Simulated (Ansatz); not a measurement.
```yaml
crystal:
  periodic: [false, false, false]
  atoms:
    - {symbol: Au, position_ang: [0.234147, 1.372978, -0.039219]}
    - {symbol: Au, position_ang: [-0.234251, -1.372821, 0.039757]}
    - {symbol: Cl, position_ang: [2.072539, -0.356537, -0.094624]}
    - {symbol: Cl, position_ang: [-2.072435, 0.356379, 0.094076]}
basis:
  gaussian: {orbitals: def2-TZVP, fitting: {mean_field: def2-universal-jkfit}, nuclear_model: gaussian}
total_charge: -1
magnetization: {spin_polarized: true, initial_magnetization: 1}
hamiltonian: {xc: {name: r2SCAN0}}
scf: {omitted_lower_state_checks: [starts]}
output: {forces: true}
```

```sh
$ ansatz run in.yaml --threads 4 --pin off --events-out ev --progress --plain --max-ram 3916MiB
```

Shortened log:

```
Functional definition: r2SCAN0
750 factors; integrals over basis functions are off by at most 3.0e-1 eV
mean field evaluation 1: about -32434.1184 eV, gradient 1.0e1 eV
mean field evaluation 2: about -32433.8719 eV, gradient 1.4e1 eV
mean field evaluation 4: about -32434.6397 eV, gradient 6.3e-1 eV
mean field evaluation 8: about -32434.6393 eV, gradient 8.5e-2 eV
mean field evaluation 16: about -32434.6395 eV, gradient 2.0e-4 eV
mean field -32434.63953439 eV, -1191.9510179007 hartree, gradient 2.1e-5 eV, S^2 0.766604; 0 other end points of the search recorded, 0 dependent functions left out
reference -32434.63954915 eV, -1191.9510184429 hartree; 37, 36 occupied and 117, 118 virtual orbitals, 750 factors
Total energy: -32434.63954915 eV, -1191.9510184429 hartree
Atom 0 at     0.234147     1.372978    -0.039219 Å, force     0.060804     0.351657    -0.010229 eV/Å
Atom 1 at    -0.234251    -1.372821     0.039757 Å, force    -0.058876    -0.348092     0.009912 eV/Å
Atom 2 at     2.072539    -0.356537    -0.094624 Å, force     0.363949    -0.064442    -0.016456 eV/Å
Atom 3 at    -2.072435     0.356379     0.094076 Å, force    -0.365878     0.060878     0.016773 eV/Å
Dipole moment:    -0.000569    -0.001379     0.000239 e Å
Checks for a lower state left out: starts
```

Run time 7.5 s (4 threads of Arm Neoverse V2 on a shared host).

In the def2 sets Au takes a core potential; there is no spin–orbit coupling. The highest occupied level of an anion often lies above zero with these methods, and sets without diffuse functions describe the outer electron poorly.

The dipole of an ion depends on the origin.
